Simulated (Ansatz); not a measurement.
Si₄O₄⁻. The state is a doublet with charge -1. Geometry B3LYP-D4/def2-SVPD; atoms count from 1.

```xyz
8

Si   -0.3896    1.1842   -1.9013
Si    1.4246   -0.7682    1.5967
Si   -0.1456   -2.0122   -1.0482
Si   -0.8894    1.5962    1.3528
O    -0.7773    1.6897   -0.3333
O     0.7773   -1.6897    0.3333
O    -0.3255   -0.5036   -1.7941
O     0.3255    0.5036    1.7941
```

The highest occupied level of the relaxed charge -1 doublet lies above zero (up to 0.18 eV). By energy differences its removal costs 1.15 eV (each at its own geometry, to the charge 0 singlet, at PBE0-D4/def2-TZVPD); the vertical value is larger still, so the positive level points to self-interaction error. The structure comes from a short search, and lower isomers may exist.

Question: Estimate the Mulliken populations from the PBE0/def2-TZVPD orbitals of Ansatz.

Answer: 
```
atom  charge (e)  spin (α − β)
 Si1       -0.43          0.27
 Si2       -0.43          0.27
 Si3       -0.43          0.27
 Si4       -0.43          0.27
  O5        0.18         -0.02
  O6        0.18         -0.02
  O7        0.18         -0.02
  O8        0.18         -0.02
```
Mulliken values and Mayer orders depend strongly on the basis. With diffuse functions, as here, like atoms can get unlike values, and bond orders can come out too low or too high.

Question: Where does the spin sit?

Answer: Summed by element: Si 1.09, O -0.09, of 1 unpaired in all. Largest on single atoms: Si2 0.27, Si1 0.27, Si4 0.27.

Question: And the Mayer bond orders between bonded heavy atoms (over 0.3)?

Answer: Si1–O5 0.68 (1.69 Å); Si1–O7 0.68 (1.69 Å); Si2–O6 0.68 (1.69 Å); Si2–O8 0.68 (1.69 Å); Si3–O6 0.68 (1.69 Å); Si3–O7 0.68 (1.69 Å); Si4–O5 0.68 (1.69 Å); Si4–O8 0.68 (1.69 Å).
